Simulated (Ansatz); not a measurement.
Calculated with Ansatz (gas phase, PBE0-D4/def2-TZVP geometries, no zero-point term in ΔE). CCSD(T)/CBS is the MP2 limit (def2-TZVPP, def2-QZVPP) plus CCSD(T) − MP2 in def2-TZVPP, frozen cores. This one scheme is used for every species. For Ge outer-core shells are correlated without core-valence functions, which leaves a few kJ/mol of doubt a bond. Scalar relativity is left out up to krypton. Each species was taken in one conformer, which may not be the lowest.

`[CH3][GeH]([OH])[F]` + `BN` → `B[NH][GeH]([CH3])[F]` + H₂O  (ligand exchange at a Ge–O bond)

`[CH3][GeH]([OH])[F]`:

Cartesian coordinates in Å:
```
C -0.300 -0.901 0.929
Ge -0.003 0.621 -0.209
O 0.467 -0.003 -1.792
F 1.364 1.512 0.409
H 0.587 -1.535 0.909
H -1.156 -1.475 0.572
H -0.487 -0.576 1.953
H -1.120 1.671 -0.333
H 0.650 0.685 -2.437
```

`BN`:

```xyz
6

B     0.682    0.008    0.021
N    -0.702   -0.008   -0.022
H     1.250   -0.764    0.738
H     1.275    0.795   -0.660
H    -1.243    0.611   -0.600
H    -1.262   -0.641    0.523
```

`B[NH][GeH]([CH3])[F]`:

Cartesian coordinates in Å:
```
B -0.768 -0.373 2.188
N -0.784 0.121 0.882
Ge 0.691 0.348 -0.190
C 0.344 -0.202 -2.009
F 0.984 2.067 -0.274
H -1.793 -0.472 2.799
H 0.279 -0.698 2.672
H -1.672 0.396 0.488
H 1.893 -0.272 0.526
H 1.205 0.026 -2.637
H 0.145 -1.274 -2.050
H -0.523 0.334 -2.397
```

H₂O:

Z-matrix (Å, degrees):
```
O
H 1 0.960
H 1 0.960 2 105.1
```

| species | CCSD(T)/def2-TZVPP energy (Eh) |
| --- | --- |
| `[CH3][GeH]([OH])[F]` | -2291.60257 |
| `BN` | -81.89156 |
| `B[NH][GeH]([CH3])[F]` | -2297.14702 |
| H₂O | -76.33701 |

(1) Work out ΔE.

Largest T1 diagnostic among the species: 0.012.

Results:

(1) ΔE = (-2297.14702) + (-76.33701) − (-2291.60257) − (-81.89156) = 0.01010 Eh = +26.5 kJ/mol. CCSD(T)/CBS gives +24.8 kJ/mol.

From BLYP to BHLYP (50 % exact exchange), in def2-TZVPP and without D4, ΔE moves by −4.4 kJ/mol. The D4 term adds −6.3 kJ/mol with B3LYP and −3.6 kJ/mol with PBE0; it sums over pairs of atoms, weighted by their polarisabilities, and B3LYP, whose exchange is more repulsive, gets the larger term. At CCSD(T), def2-SVP lies +9.5 kJ/mol from the extrapolated value and def2-TZVPP +1.7 kJ/mol.

B3LYP here is the variant with VWN-RPA as its local correlation; programs differ in this.
